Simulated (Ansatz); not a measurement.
Ansatz (an electronic-structure program) input (CCSD(T)/6-31G*):

Ansatz 0.2 input:
```yaml
crystal:
  periodic: [false, false, false]
  atoms:
    - {symbol: C, position_ang: [-2.55647255, -0.24218046, -0.72557897]}
    - {symbol: C, position_ang: [-1.19620784, -0.08118678, -0.16016136]}
    - {symbol: C, position_ang: [-0.81722847, 0.98523836, 0.82159455]}
    - {symbol: C, position_ang: [0.71997877, 1.02232317, 0.76341571]}
    - {symbol: C, position_ang: [1.12866725, -0.39506981, 0.32891261]}
    - {symbol: C, position_ang: [2.54378674, -0.50177149, -0.21801168]}
    - {symbol: C, position_ang: [0.02006434, -0.78309158, -0.66744090]}
    - {symbol: H, position_ang: [-2.73171849, -1.26225892, -1.07783844]}
    - {symbol: H, position_ang: [-2.72684343, 0.42098001, -1.58963356]}
    - {symbol: H, position_ang: [-3.33085468, 0.00133262, 0.00742056]}
    - {symbol: H, position_ang: [-1.16641539, 0.73379544, 1.83478519]}
    - {symbol: H, position_ang: [-1.27018308, 1.95640058, 0.58795893]}
    - {symbol: H, position_ang: [1.18296133, 1.32461941, 1.70408325]}
    - {symbol: H, position_ang: [1.04221393, 1.73510094, -0.00247153]}
    - {symbol: H, position_ang: [1.03624909, -1.05412125, 1.19979942]}
    - {symbol: H, position_ang: [3.28262098, -0.20448733, 0.52964526]}
    - {symbol: H, position_ang: [2.67050800, 0.14695894, -1.08901027]}
    - {symbol: H, position_ang: [2.77596894, -1.52350715, -0.52676718]}
    - {symbol: H, position_ang: [0.29288565, -0.43316969, -1.67922358]}
    - {symbol: H, position_ang: [-0.11292226, -1.86721219, -0.75512770]}
basis:
  gaussian:
    orbitals: 6-31G*
magnetization: {spin_polarized: true, initial_magnetization: 1}
correlation: {method: ccsd_t, electrons: outside_noble_gas}
```

Output:

```
Functional definition: HF
integrals: 0.51 GiB planned
1429 factors; integrals over basis functions are off by at most 6.8e-4 eV
0.62 GiB of device memory are held for the factors and their scratch space
mean field: 0.78 GiB planned
mean field evaluation 1: about -7414.1065 eV, gradient 2.5e1 eV
mean field evaluation 2: about -7414.1062 eV, gradient 2.5e1 eV
mean field evaluation 4: about -7418.1228 eV, gradient 3.3e0 eV
mean field evaluation 8: about -7418.2095 eV, gradient 5.5e-2 eV
mean field evaluation 16: about -7417.7038 eV, gradient 8.4e0 eV
mean field evaluation 32: about -7418.2092 eV, gradient 1.9e-5 eV
mean field -7418.20917873 eV, -272.6141590757 hartree, gradient 1.4e-6 eV, S^2 0.765242; 1 other end points of the search recorded, 0 dependent functions left out
7 core orbitals not correlated
reference -7418.20917873 eV, -272.6141590757 hartree; 21, 20 occupied and 103, 104 virtual orbitals, 1429 factors
second order -24.24830353 eV of doubles, -0.00000000 eV of singles
coupled cluster: 3.58 GiB planned
cycle   1  -25.58599907 eV  change    -1.3e0 eV  update   1.1e-1
cycle   2  -26.32450928 eV  change   -7.4e-1 eV  update   3.1e-2
cycle   3  -26.44668804 eV  change   -1.2e-1 eV  update   1.2e-2
cycle   4  -26.45041328 eV  change   -3.7e-3 eV  update   3.9e-3
cycle   5  -26.45056474 eV  change   -1.5e-4 eV  update   1.6e-3
cycle   6  -26.45037884 eV  change    1.9e-4 eV  update   5.9e-4
cycle   7  -26.45030659 eV  change    7.2e-5 eV  update   1.8e-4
cycle   8  -26.45032414 eV  change   -1.8e-5 eV  update   7.1e-5
cycle   9  -26.45031262 eV  change    1.2e-5 eV  update   2.3e-5
perturbative correction -0.83906281 eV, -0.0308349896 hartree
Total energy: -7445.49855416 eV, -273.6170251253 hartree
```

It need not be the lowest isomer of its formula.
